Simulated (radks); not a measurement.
Values are calculated unless marked as measured or tabulated.
Dy3+, configuration [Xe] 4f9 (the NIST ground configuration).

Code: a radial shooting solver on a logarithmic mesh with Libxc functionals. Model: scalar-relativistic Kohn-Sham, SCAN, spin-polarised, spherical densities, finite nucleus; open shells are filled with parallel spins first (spin-orbit coupling, left out, can overturn this in heavy ions); meta-GGA in the generalised Kohn-Sham scheme; Fermi nuclear charge, rms radius 5.2218 fm.

Energy parts (hartree):
part                       energy
total                 -12156.6623
kinetic                13114.1024
electron-nucleus      -29674.1033
Hartree                 4666.7129
exchange-correlation    -263.3743

Orbitals (lengths in bohr, moments of r in powers of bohr; <r^-3> diverges for s and p1/2; r(90%) holds 90 % of the orbital's charge):
orbital  occ.  eigenvalue (hartree)  r(90%)  <r^-3>      <r>
1s down     1             -1975.639  0.0382       -  0.02112
1s up       1             -1975.639  0.0382       -  0.02112
2s up       1             -330.8245   0.139       -  0.08973
2s down     1             -330.8208   0.139       -  0.08972
2p up       3             -293.5191   0.129   12810  0.07945
2p down     3             -293.5164   0.129   12810  0.07945
3s up       1             -74.98687   0.344       -   0.2343
3s down     1             -74.89544   0.343       -   0.2341
3p up       3             -63.45423   0.349    2727   0.2333
3p down     3             -63.35975   0.349    2734   0.2331
3d up       5             -48.61968   0.330   363.7   0.2123
3d down     5             -48.54292   0.330   364.6   0.2121
4s up       1             -16.03502   0.759       -   0.5291
4s down     1             -15.83126   0.760       -   0.5296
4p up       3             -12.21405   0.814   610.5   0.5602
4p down     3             -12.01132   0.816   607.8   0.5610
4d up       5              -6.99991   0.912   68.81   0.6072
4d down     5              -6.79488   0.916   68.31   0.6092
5s up       1              -2.93683    1.82       -    1.267
5s down     1              -2.88531    1.86       -    1.289
5p up       3              -2.00765    2.14   85.23    1.468
5p down     3              -1.96842    2.17   81.50    1.488
4f up       7              -1.34818    1.35   9.770   0.7936
4f down     2              -1.15236    1.42   9.403   0.8246

The highest occupied level is 4f down at -31.357 eV. Spin moment in Bohr magnetons: 5. The density falls to 0.001 e/bohr^3 at r = 3.17 bohr. The spin density at the nucleus is 4.65 e/bohr^3 (1s 0.03, 2s -1.47, 3s -19.84, 4s 7.53, 5s 18.40).
